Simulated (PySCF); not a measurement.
Problem. Write Cartesian coordinates for InChI=1S/H6Si2Te/c1-3-2/h1-2H3 as optimised with PBE0-D3(BJ)/def2-SVP.

Solution. 
```xyz
9
H6Si2Te angstrom
Te     0.007   -0.062   -1.806
Si     1.784   -0.018   -0.041
H      1.716   -1.245    0.807
H      1.618    1.181    0.835
H      3.100    0.042   -0.741
Si    -1.755    0.001   -0.028
H     -3.075   -0.115   -0.712
H     -1.689    1.282    0.736
H     -1.572   -1.136    0.925
```

Any rigid rotation of these coordinates is as good. Atoms count from 1 in this order. Si2 (silicon bonded to Te and 3 H) is tetrahedral (angles from 107.2° to 110.7°). Te1 (tellurium bonded to 2 Si) is bent (angle 89.9°).

Bonds between heavy atoms (Å): Te1–Si2 2.505, Te1–Si6 2.505.

The calculation used PySCF, PBE0-D3(BJ)/def2-SVP geometry optimisation, gas phase, def2 core potentials past Kr.

Point group: near C2v, missed by 0.20 Å at most; the miss may be what the optimiser left on a soft mode (C2 holds within 0.08 Å). Stationary, but not proved a minimum.
